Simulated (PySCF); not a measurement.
This PySCF input asks for the NMR shieldings of `C#C/C([SiH3])=C\[SiH2]P`, C4H9PSi2; the geometry comes from GFN2-xTB.

```python
import basis_set_exchange as bse
import numpy as np
from pyscf import gto, dft
from pyscf.prop import nmr

atoms = """
C    -0.597692   -2.390148   -0.504653
C    -0.700143   -1.216504   -0.261965
C    -0.868822    0.160179   -0.015297
Si   -2.533822    0.895955   -0.553114
C     0.110245    0.876742    0.562674
Si    1.790309    0.190401    1.075108
P     3.080377   -0.320737   -0.695348
H    -0.489333   -3.414654   -0.704203
H    -2.707564    0.673872   -1.990105
H    -2.500888    2.327943   -0.250188
H    -3.604794    0.228711    0.188968
H    -0.068933    1.934146    0.718401
H     2.499540    1.220870    1.842678
H     1.648677   -1.041523    1.855888
H     2.850113    0.862999   -1.374554
H     2.085130   -0.979309   -1.392364
"""
names = dict.fromkeys(["C", "Si", "P", "H"], "pcSseg-1")
basis = {el: gto.basis.parse(bse.get_basis(n, elements=[el], fmt="nwchem")) for el, n in names.items()}
mol = gto.M(atom=atoms, basis=basis, charge=0, verbose=0)
mf = dft.RKS(mol, xc="PBE0")
mf.grids.level = 2
mf.grids.alignment = dft.numint.BLKSIZE   # the property module wants whole blocks of grid points
mf.conv_tol = 1e-9
mf.kernel()

calc = nmr.RKS(mf)   # GIAO
C = mf.mo_coeff
Co = C[:, mf.mo_occ > 0]
resp = mf.gen_response(singlet=True, hermi=2)
def vind(x):   # induced exchange potential for any number of trial vectors
    d = np.einsum("pi,xij,qj->xpq", C, 2 * x.reshape(-1, C.shape[1], Co.shape[1]), Co, optimize=True)
    return np.einsum("xpq,pi,qj->xij", resp(d - d.transpose(0, 2, 1)), C, Co, optimize=True).ravel()
mo1, _ = nmr.rhf.solve_mo1(calc, with_cphf=vind)
sigma = calc.kernel(mo1)
for i, s in enumerate(sigma):   # ppm
    w = np.linalg.eigvalsh((s + s.T) / 2)
    print("%2d %-2s iso %8.1f  s11 %8.1f  s22 %8.1f  s33 %8.1f" % (i, mol.atom_pure_symbol(i), w.mean(), *w))
```

Problem. Give the expected output.

Solution. 
```
 0 C  iso     82.3  s11     39.2  s22     46.6  s33    161.2
 1 C  iso     99.4  s11     -1.8  s22      1.4  s33    298.6
 2 C  iso     41.3  s11    -77.2  s22     31.8  s33    169.2
 3 Si iso    409.5  s11    361.1  s22    405.0  s33    462.3
 4 C  iso     20.2  s11   -121.3  s22     17.0  s33    164.9
 5 Si iso    412.4  s11    373.7  s22    419.4  s33    444.0
 6 P  iso    617.9  s11    576.6  s22    619.8  s33    657.4
 7 H  iso     27.9  s11     24.5  s22     25.5  s33     33.7
 8 H  iso     27.3  s11     24.2  s22     26.1  s33     31.7
 9 H  iso     27.6  s11     24.2  s22     26.6  s33     32.0
10 H  iso     27.3  s11     24.1  s22     25.8  s33     32.0
11 H  iso     24.2  s11     20.1  s22     23.9  s33     28.8
12 H  iso     27.4  s11     23.6  s22     25.5  s33     33.0
13 H  iso     26.9  s11     23.5  s22     25.7  s33     31.5
14 H  iso     30.7  s11     26.2  s22     27.4  s33     38.7
15 H  iso     29.8  s11     23.4  s22     28.1  s33     37.8
```

These numbers come from an equivalent density-fitted implementation of the same equations, which agrees with the script to about 0.01 ppm for H and up to a few tenths of a ppm for heavy atoms, so last digits may differ.

Problem. Turn these shieldings into chemical shifts. References, each an isolated molecule treated in the same way: 13C (σref 186.93) and 29Si (σref 349.16) and 1H (σref 31.72) vs TMS; 31P (σref 318.38) vs H3PO4.

Solution. Averaging equivalent atoms: C 4: 166.7; C 2: 145.7; C 0: 104.6; C 1: 87.5; Si 3: -60.3; Si 5: -63.2; P 6: -299.6; H 11: 7.47; H 12/13: 4.56; H 8/9/10: 4.30; H 7: 3.80; H 14/15: 1.45 ppm. Experimental scales use liquid or dissolved standards, which lie at an offset from isolated H3PO4.

Size and cost of the density-fitted run: 185 basis functions, 39 s wall time on 1 thread of an Intel Xeon, shared host; peak memory 0.84 GiB.
